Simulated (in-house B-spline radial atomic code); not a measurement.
Computed with a B-spline radial atomic code. Model: two electrons, singlet ground state, non-relativistic, full CI in B-splines with partial waves to l = 8 (at full coupling up to 3e-4 hartree above the limit, correlation up to 0.6 % small), density held at that of full coupling by Lieb maximisation.

W(λ) is the mean repulsion in the state of coupling λ less the Hartree energy of the fixed density. Its start is exact exchange, its initial slope is twice the second-order Görling-Levy correlation energy, and its area from 0 to 1 is E_xc. A straight curve means weak, dynamic correlation, and a curve that drops fast and flattens means strong correlation.

Command:
```bash
python run_ac.py task.json out
```
Settings (lengths in bohr, energies in hartree):
```
potential              dot
strength               0.785
lmax                   8
second                 0.7
```

Time taken, with all properties: 8.7 s on 1 thread of Intel(R) Xeon(R) Processor @ 2.30GHz, with other jobs on the host.

**W = mean repulsion less Hartree energy, and W of three functionals.**

Given: confinement charge in harmonic well; well frequency 0.785 hartree; nuclear charge 0.7; external potential omega^2 r^2/2 - Z/r.

Computed: PBE exchange minus exact 31.477 millihartree; SCAN exchange minus exact 4.3498 millihartree.

```
coupling  W xc (hartree)  W xc minus exchange (millihartree)  kinetic minus Kohn-Sham (millihartree)  LDA (PW92) W minus its exchange (millihartree)  PBE W minus its exchange (millihartree)  SCAN W minus its exchange (millihartree)
       0         -0.7805                                   0                                       0                                               0                                        0                                         0
    0.02        -0.78237                              -1.872                                    0.02                                          -11.34                                     -2.6                                     -1.88
    0.05               ?                                   ?                                       ?                                               ?                                        ?                                         ?
    0.12        -0.79141                             -10.908                                    0.65                                          -43.38                                   -15.11                                    -10.72
    0.25        -0.80239                              -21.89                                    2.67                                          -71.33                                   -29.91                                     -21.3
     0.4               ?                                   ?                                       ?                                               ?                                        ?                                         ?
     0.6        -0.82825                             -47.748                                   13.51                                         -122.37                                   -63.18                                    -46.04
     0.8        -0.84097                             -60.475                                    22.4                                         -143.91                                      -79                                    -58.27
       1        -0.85246                             -71.964                                   32.72                                         -162.23                                   -93.08                                     -69.4
     1.4        -0.87236                             -91.859                                   56.47                                         -192.29                                  -117.25                                    -88.93
       2        -0.89628                             -115.78                                   96.83                                         -226.75                                  -146.26                                   -112.98
       3        -0.92556                             -145.06                                  169.15                                         -267.96                                  -182.33                                    -143.4
     4.5        -0.95499                             -174.49                                   277.9                                         -309.64                                  -219.96                                   -175.01
       7        -0.98495                             -204.45                                  446.78                                          -353.7                                  -260.63                                    -207.7
      10         -1.0065                                -226                                  627.42                                         -387.18                                  -291.97                                   -230.74
```

Problem. What belongs in the row 0.05?

Solution. W xc (hartree): -0.78514; W xc minus exchange (millihartree): -4.639; kinetic minus Kohn-Sham (millihartree): 0.12; LDA (PW92) W minus its exchange (millihartree): -22.97; PBE W minus its exchange (millihartree): -6.45; SCAN W minus its exchange (millihartree): -4.61.

Problem. What belongs in the row 0.4?

Solution. W xc (hartree): -0.81409; W xc minus exchange (millihartree): -33.588; kinetic minus Kohn-Sham (millihartree): 6.46; LDA (PW92) W minus its exchange (millihartree): -96.08; PBE W minus its exchange (millihartree): -45.2; SCAN W minus its exchange (millihartree): -32.5.

Problem. What is the LDA exchange minus exact?

Solution. 114.87 millihartree.

**Energy parts, natural occupations and partial-wave weights.**

Computed: correlation energy -0.039243 hartree; kinetic part of the DFT correlation energy 0.03272 hartree; initial slope twice GL2 -0.094174 hartree; kinetic part over minus potential part 0.45468; Hartree energy 1.561 hartree; Kohn-Sham kinetic 1.425 hartree; Lieb Oxford ratio E_xc over LDA exchange 1.2315.

```
natural  occupation of the shell (electrons)
      s                               1.9766
      p                              0.01965
      s                            0.0026005
      d                                    ?
      p                           0.00022005
      f                           8.1404e-05
```

Problem. What belongs in the row d?

Solution. occupation of the shell (electrons): 0.00067138.

```csv
wave,weight
s,0.98964
p,?
d,0.00035581
f,4.5688e-05
g,1.0241e-05
```

Problem. What belongs in the row p?

Solution. weight: 0.0099421.

Problem. What is the total energy?

Solution. 1.5553 hartree.

Problem. What is the exchange energy?

Solution. -0.7805 hartree.

Half-way to full coupling W has made 57 % of its drop, against 50 % for a straight line, and second-order (GL2) theory, half the initial slope, overshoots the correlation energy by about 20 %: a moderate bend, as in light atoms. Over couplings 0 to 1 the errors in E_xc come to about +52 millihartree for LDA, +19 millihartree for PBE, +5.7 millihartree for SCAN, so SCAN is nearest. In LDA and PBE the errors of exchange and correlation have opposite signs, so the sum is smaller than the larger of the two.
